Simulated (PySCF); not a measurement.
Si(Me)(Et)(Vi)(OH), SMILES C(C)[Si](C=C)(O)C (C5H12OSi) at its GFN2-xTB optimised geometry (Å):

```
19

C     -1.7236     1.0494    -0.0191
C     -0.4422     0.7175     0.0000
Si     0.2142    -1.0637     0.0000
C      2.1099    -1.0637     0.0000
O     -0.1767    -1.8420    -1.3900
C     -0.5152    -1.9882     1.5070
C     -0.1654    -1.3454     2.8451
H     -2.0623     2.0749    -0.0232
H     -2.5050     0.3051    -0.0307
H      0.2842     1.5208     0.0181
H      2.4965    -0.5940    -0.8984
H      2.5013    -2.0749     0.0350
H      2.5050    -0.5240     0.8544
H     -1.0861    -1.9563    -1.6523
H     -0.1654    -3.0222     1.5088
H     -1.6029    -2.0348     1.4178
H      0.9115    -1.3338     2.9931
H     -0.5239    -0.3190     2.8783
H     -0.6166    -1.8928     3.6711
```

Computed with B3LYP/def2-SVP run with PySCF. Cells within 0.4 Å of a nucleus heavier than hydrogen are left out (blank, or x).

Map of the electron localisation function on the plane z = 0.0 Å:

```
|0000000000000000000000000000000|
|0000000000000000000000000000000|
|0000000000000000000000000000000|
|0000000000000000000000000000000|
|0000000011000000000000000000000|
|0000001588610000000000000000000|
|0000017999940000120000000000000|
|0000049999970004886100000000000|
|0000049999980029999600000000000|
|0000018999971079999810000000000|
|0000003899953389999810000000000|
|000000157xx47589999400000000000|
|000013677xxx9xx8985000000000000|
|0000599996x78xx3740000000000000|
|00028999995663x8730001110000000|
|0002899999324899842223432000000|
|0000699996003883125755664100000|
|0000268850002404607971365200000|
|000000000000111xx4595xx44200000|
|000000000000120xx1696xx65200000|
|0000000000001310006878998610000|
|0000000000000232113469999940000|
|0000000000000011110159999961000|
|0000000000000000000039999961000|
|0000000000000000000017999830000|
|0000000000000000000002686200000|
|0000000000000000000000000000000|
|0000000000000000000000000000000|
|0000000000000000000000000000000|
|0000000000000000000000000000000|
|0000000000000000000000000000000|
```
Scale: ten equal steps from 0.000 (start of '0') to 1.000 (end of '9'), in the order '0123456789'; x runs from -5.00 to 5.00, y from -5.00 (bottom) to 5.00 (top).
